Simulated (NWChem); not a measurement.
System: Si₂NH₇ anion, doublet; SMILES of the neutral closed-shell parent [SiH3]N[SiH3]

The following NWChem deck was run.

```
start job
memory heap 200 mb stack 900 mb global 1100 mb
charge -1
geometry units angstroms noautoz
  Si    -0.012535     1.706950     0.042544
  N     -0.700790    -0.088744     0.160123
  Si     0.097958    -1.605110    -0.033320
  H      0.364909     3.170711     0.539547
  H      1.426479     1.225509    -0.053160
  H     -0.364048     2.085253    -1.386394
  H     -1.702252    -0.120869     0.328416
  H      0.221797    -2.164983    -1.436772
  H     -0.549336    -2.732939     0.739106
  H      1.514296    -1.524767     0.452439
end
basis spherical
  * library 6-31g*
end
dft
  odft
  mult 2
  xc mn15
  grid fine
  iterations 150
  mulliken
end
task dft gradient
```

Excerpt of the output:

```
             Northwest Computational Chemistry Package (NWChem) 7.3.0
             --------------------------------------------------------

 C1  symmetry detected

                             Geometry "geometry" -> ""
                             -------------------------

 Output coordinates in angstroms (scale by  1.889725989 to convert to a.u.)

  No.       Tag          Charge          X              Y              Z
 ---- ---------------- ---------- -------------- -------------- --------------
    1 Si                  14.0000     0.08081824     1.68836354     0.02237988
    2 N                    7.0000    -0.65183368    -0.09337175     0.04840373
    3 Si                  14.0000     0.13811560    -1.62583880     0.00034877
    4 H                    1.0000     0.40286318     3.15198287     0.55733568
    5 H                    1.0000     1.50727153     1.18080453     0.16137937
    6 H                    1.0000    -0.03246894     2.05324896    -1.44818566
    7 H                    1.0000    -1.66774095    -0.10584948     0.05598085
    8 H                    1.0000     0.47197445    -2.20679218    -1.35961550
    9 H                    1.0000    -0.64500328    -2.73168260     0.67225949
   10 H                    1.0000     1.46086600    -1.56345610     0.70381867

 Effective nuclear repulsion energy (a.u.)     149.8026039425

                                 NWChem DFT Module
                                 -----------------

 Summary of "ao basis" -> "ao basis" (spherical)
 ------------------------------------------------------------------------------
       Tag                 Description            Shells   Functions and Types
 ---------------- ------------------------------  ------  ---------------------
 Si                          6-31g*                  8       18   4s3p1d
 N                           6-31g*                  6       14   3s2p1d
 H                           6-31g*                  2        2   2s

            General Information
            -------------------
          SCF calculation type: DFT
          Wavefunction type:  spin polarized.
          No. of atoms     :    10
          No. of electrons :    43
           Alpha electrons :    22
            Beta electrons :    21
          Charge           :    -1
          Spin multiplicity:     2
          Use of symmetry is: off; symmetry adaption is: off
          Maximum number of iterations: 150
          AO basis - number of functions:    64
                     number of shells:    36
          Convergence on energy requested:  1.00D-06
          Convergence on density requested:  1.00D-05
          Convergence on gradient requested:  5.00D-04

              XC Information
              --------------
                         MN15 Method XC Functional
                     Hartree-Fock (Exact) Exchange  0.440
                          MN15 Exchange Functional  1.000
                        MN15 Correlation Potential  1.000

             Grid Information
             ----------------
          Grid used for XC integration:  fine
          Radial quadrature: Mura-Knowles
          Angular quadrature: Lebedev.
          Tag              B.-S. Rad. Rad. Pts. Rad. Cut. Ang. Pts.
          ---              ---------- --------- --------- ---------
          Si                  1.10      123          12.0       770
          N                   0.65       70          10.0       590
          H                   0.35       60          13.0       590
          Grid pruning is: on
          Number of quadrature shells:   736
          Spatial weights used:  Erf1

      Superposition of Atomic Density Guess
      -------------------------------------

 Sum of atomic energies:        -635.41598106

 Renormalizing density from      42.00 to     43

      Non-variational initial energy
      ------------------------------

 Total energy =    -645.548191
 1-e energy   =   -1204.336396
 2-e energy   =     408.985600
 HOMO         =       0.185031
 LUMO         =       0.305138

     ---------------------------------------------
      Total Density - Mulliken Population Analysis
     ---------------------------------------------

    Atom       Charge   Shell Charges
 -----------   ------   -------------------------------------------------------
    1 Si  14    13.73   2.00  2.00  5.94  0.83  1.22  0.47  1.14  0.12
    2 N    7     8.02   2.00  0.79  2.35  0.85  2.02  0.01
    3 Si  14    13.22   2.00  2.00  5.94  0.79  1.26  0.36  0.74  0.14
    4 H    1     1.29   0.49  0.80
    5 H    1     1.19   0.49  0.70
    6 H    1     1.22   0.49  0.72
    7 H    1     0.68   0.43  0.25
    8 H    1     1.23   0.49  0.74
    9 H    1     1.22   0.49  0.73
   10 H    1     1.19   0.49  0.70

     --------------------------------------------
      Spin Density - Mulliken Population Analysis
     --------------------------------------------

    Atom       Charge   Shell Charges
 -----------   ------   -------------------------------------------------------
    1 Si  14     0.69   0.00  0.00  0.00  0.06  0.10  0.08  0.44  0.02
    2 N    7     0.06   0.00  0.03  0.04 -0.02  0.01  0.00
    3 Si  14     0.13   0.00  0.00  0.00  0.01  0.02  0.01  0.09  0.00
    4 H    1     0.09   0.03  0.06
    5 H    1    -0.00  -0.00 -0.00
    6 H    1     0.00   0.00  0.00
    7 H    1     0.01   0.00  0.01
    8 H    1     0.01   0.00  0.00
    9 H    1     0.01   0.00  0.00
   10 H    1    -0.00  -0.00 -0.00

   convergence    iter        energy       DeltaE   RMS-Dens  Diis-err
 ---------------- ----- ----------------- --------- --------- ---------
 d= 0,ls=0.0,diis     1   -637.4418314475 -7.87D+02  1.25D-02  1.52D-01
                                                     8.24D-03  1.41D-01
 d= 0,ls=0.0,diis     2   -637.5127049911 -7.09D-02  5.28D-03  2.85D-02
                                                     3.59D-03  2.79D-02
 d= 0,ls=0.0,diis     3   -637.5306096808 -1.79D-02  1.59D-03  6.87D-03
                                                     1.07D-03  6.92D-03
 d= 0,ls=0.0,diis     4   -637.5335519298 -2.94D-03  5.04D-04  1.58D-03
                                                     3.44D-04  1.47D-03
 d= 0,ls=0.0,diis     5   -637.5342853592 -7.33D-04  3.16D-04  1.06D-05
                                                     9.59D-05  1.34D-05
  Resetting Diis
 d= 0,ls=0.0,diis     6   -637.5343146394 -2.93D-05  1.85D-04  1.71D-06
                                                     5.86D-05  2.12D-06
 d= 0,ls=0.0,diis     7   -637.5343209758 -6.34D-06  3.86D-05  1.74D-07
                                                     1.18D-05  1.57D-07
 d= 0,ls=0.0,diis     8   -637.5343213673 -3.91D-07  1.39D-05  4.25D-08
                                                     5.26D-06  5.35D-08
 d= 0,ls=0.0,diis     9   -637.5343214475 -8.03D-08  1.28D-05  2.31D-08
                                                     4.16D-06  2.34D-08
 d= 0,ls=0.0,diis    10   -637.5343214832 -3.57D-08  7.23D-06  8.68D-09
                                                     1.86D-06  7.00D-09

         Total DFT energy =     -637.534321483240
      One electron energy =    -1187.038879787734
           Coulomb energy =      450.920174197146
    Exchange-Corr. energy =      -51.218219835172
 Nuclear repulsion energy =      149.802603942520

 Numeric. integr. density =       43.000002369128

                    DFT Final Alpha Molecular Orbital Analysis
                    ------------------------------------------

 Vector   20  Occ=1.000000D+00  E=-1.357875D-01
              MO Center=  5.6D-01,  1.6D+00,  1.8D-01, r^2= 2.9D+00
   Bfn.  Coefficient  Atom+Function         Bfn.  Coefficient  Atom+Function
  ----- ------------  ---------------      ----- ------------  ---------------
    54      0.291614   5 H  s                 7      0.260068   1 Si px
    53      0.254106   5 H  s                52     -0.238799   4 H  s
    51     -0.185803   4 H  s                 8     -0.183146   1 Si py
     9     -0.136116   1 Si pz               23     -0.133115   2 N  pz
    24     -0.132237   2 N  s                11      0.114320   1 Si px

 Vector   21  Occ=1.000000D+00  E=-9.107389D-02
              MO Center= -3.5D-01,  1.9D-01, -1.4D-01, r^2= 3.4D+00
   Bfn.  Coefficient  Atom+Function         Bfn.  Coefficient  Atom+Function
  ----- ------------  ---------------      ----- ------------  ---------------
    23      0.482035   2 N  pz               27      0.423623   2 N  pz
    60      0.244590   8 H  s                56      0.214504   6 H  s
    52     -0.203471   4 H  s                55      0.145324   6 H  s
    62     -0.127856   9 H  s                64     -0.119874  10 H  s
    59      0.110011   8 H  s                51     -0.109423   4 H  s

 Vector   22  Occ=1.000000D+00  E= 5.126113D-02
              MO Center= -3.3D-01,  1.5D+00,  3.2D-01, r^2= 4.0D+00
   Bfn.  Coefficient  Atom+Function         Bfn.  Coefficient  Atom+Function
  ----- ------------  ---------------      ----- ------------  ---------------
    24      0.526917   2 N  s                11      0.475246   1 Si px
    52      0.380615   4 H  s                10     -0.376819   1 Si s
    13     -0.301182   1 Si pz                7      0.280942   1 Si px
     6     -0.265374   1 Si s                 9     -0.212501   1 Si pz
    26      0.175406   2 N  py               54     -0.172046   5 H  s

 Vector   23  Occ=0.000000D+00  E= 2.213572D-01
              MO Center=  4.0D-02, -1.6D+00, -6.4D-02, r^2= 5.4D+00
   Bfn.  Coefficient  Atom+Function         Bfn.  Coefficient  Atom+Function
  ----- ------------  ---------------      ----- ------------  ---------------
    44      1.081792   3 Si py               43     -0.772010   3 Si px
    24     -0.746224   2 N  s                10     -0.386974   1 Si s
    64      0.380241  10 H  s                26      0.373371   2 N  py
    42      0.242171   3 Si s                22      0.213446   2 N  py
    52      0.191600   4 H  s                62      0.186521   9 H  s

 Vector   24  Occ=0.000000D+00  E= 2.443895D-01
              MO Center= -9.9D-02, -1.8D-01, -1.6D-01, r^2= 7.2D+00
   Bfn.  Coefficient  Atom+Function         Bfn.  Coefficient  Atom+Function
  ----- ------------  ---------------      ----- ------------  ---------------
    43      0.884585   3 Si px               44      0.752510   3 Si py
    62      0.738125   9 H  s                64     -0.741099  10 H  s
    11     -0.598920   1 Si px               54      0.527301   5 H  s
    13     -0.485080   1 Si pz               12      0.480493   1 Si py
    56     -0.456880   6 H  s                58      0.278304   7 H  s

 Vector   25  Occ=0.000000D+00  E= 2.751242D-01
              MO Center= -4.4D-02,  3.2D-01,  2.8D-01, r^2= 6.8D+00
   Bfn.  Coefficient  Atom+Function         Bfn.  Coefficient  Atom+Function
  ----- ------------  ---------------      ----- ------------  ---------------
    13      0.748896   1 Si pz               56      0.718820   6 H  s
    54     -0.677415   5 H  s                64     -0.553360  10 H  s
    43      0.526500   3 Si px               44      0.525377   3 Si py
    62      0.510640   9 H  s                11      0.502422   1 Si px
    12     -0.426227   1 Si py               45      0.415139   3 Si pz

                     DFT Final Beta Molecular Orbital Analysis
                     -----------------------------------------

 Vector   19  Occ=1.000000D+00  E=-1.596950D-01
              MO Center=  3.6D-01,  1.3D+00, -4.7D-01, r^2= 3.4D+00
   Bfn.  Coefficient  Atom+Function         Bfn.  Coefficient  Atom+Function
  ----- ------------  ---------------      ----- ------------  ---------------
    56     -0.281582   6 H  s                 9      0.263637   1 Si pz
    55     -0.246610   6 H  s                54      0.224154   5 H  s
    53      0.191976   5 H  s                 7      0.182011   1 Si px
    23      0.139151   2 N  pz               60      0.120926   8 H  s
     5     -0.116549   1 Si pz               27      0.111736   2 N  pz

 Vector   20  Occ=1.000000D+00  E=-1.235586D-01
              MO Center=  4.5D-01,  1.6D+00,  2.0D-01, r^2= 3.3D+00
   Bfn.  Coefficient  Atom+Function         Bfn.  Coefficient  Atom+Function
  ----- ------------  ---------------      ----- ------------  ---------------
    54     -0.283655   5 H  s                52      0.262858   4 H  s
    53     -0.229493   5 H  s                51      0.215541   4 H  s
     7     -0.193549   1 Si px               23      0.187138   2 N  pz
     8      0.173703   1 Si py               27      0.151076   2 N  pz
    24      0.146093   2 N  s                 9      0.125631   1 Si pz

 Vector   21  Occ=1.000000D+00  E=-8.766364D-02
              MO Center= -3.1D-01,  3.4D-01, -1.1D-01, r^2= 3.7D+00
   Bfn.  Coefficient  Atom+Function         Bfn.  Coefficient  Atom+Function
  ----- ------------  ---------------      ----- ------------  ---------------
    23      0.469913   2 N  pz               27      0.416534   2 N  pz
    60      0.236703   8 H  s                52     -0.221686   4 H  s
    56      0.222396   6 H  s                55      0.148859   6 H  s
    51     -0.137249   4 H  s                62     -0.122558   9 H  s
    64     -0.117347  10 H  s                59      0.106043   8 H  s

 Vector   22  Occ=0.000000D+00  E= 1.793479D-01
              MO Center= -3.3D-01,  8.8D-01,  2.4D-01, r^2= 5.8D+00
   Bfn.  Coefficient  Atom+Function         Bfn.  Coefficient  Atom+Function
  ----- ------------  ---------------      ----- ------------  ---------------
    24      0.676315   2 N  s                11      0.486607   1 Si px
    43      0.393063   3 Si px               44     -0.343386   3 Si py
    13     -0.340769   1 Si pz               52      0.305701   4 H  s
     6     -0.275471   1 Si s                64     -0.224581  10 H  s
     7      0.210501   1 Si px               10     -0.210285   1 Si s

 Vector   23  Occ=0.000000D+00  E= 2.331745D-01
              MO Center=  2.0D-01, -1.0D+00,  9.8D-03, r^2= 6.6D+00
   Bfn.  Coefficient  Atom+Function         Bfn.  Coefficient  Atom+Function
  ----- ------------  ---------------      ----- ------------  ---------------
    44      1.219715   3 Si py               24     -0.663378   2 N  s
    62      0.454432   9 H  s                10     -0.411703   1 Si s
    43     -0.399382   3 Si px               26      0.354182   2 N  py
    52      0.253638   4 H  s                13     -0.227890   1 Si pz
     6     -0.225408   1 Si s                22      0.212447   2 N  py

[...]

                         DFT ENERGY GRADIENTS

    atom               coordinates                        gradient
                 x          y          z           x          y          z
   1 Si      0.152724   3.190544   0.042292   -0.001937   0.000988   0.000810
   2 N      -1.231787  -0.176447   0.091470   -0.011431   0.005618  -0.000088
   3 Si      0.261001  -3.072390   0.000659    0.004015  -0.011769   0.001881
   4 H       0.761301   5.956384   1.053212    0.000443   0.006595   0.003939
   5 H       2.848330   2.231397   0.304963    0.004723  -0.000630  -0.000619
   6 H      -0.061357   3.880078  -2.736674    0.000385   0.000723  -0.005349
   7 H      -3.151573  -0.200027   0.105788    0.002407  -0.000180   0.000268
   8 H       0.891902  -4.170233  -2.569301    0.000356   0.000333  -0.005314
   9 H      -1.218879  -5.162132   1.270386   -0.003153  -0.002645   0.002110
  10 H       2.760636  -2.954504   1.330024    0.004191   0.000968   0.002362
```

Level: MN15/6-31G* (spherical d), spin-unrestricted. Sets without diffuse functions describe the anion's extra electron poorly. The geometry was optimised at B3LYP/def2-SVPD, spin-unrestricted. No frequency run checked for a minimum. The spin multiplicity was typed, not searched, and may not be the lowest. No stability test was run on the SCF state. The highest occupied level is positive, so the extra electron may be held by the finite basis.
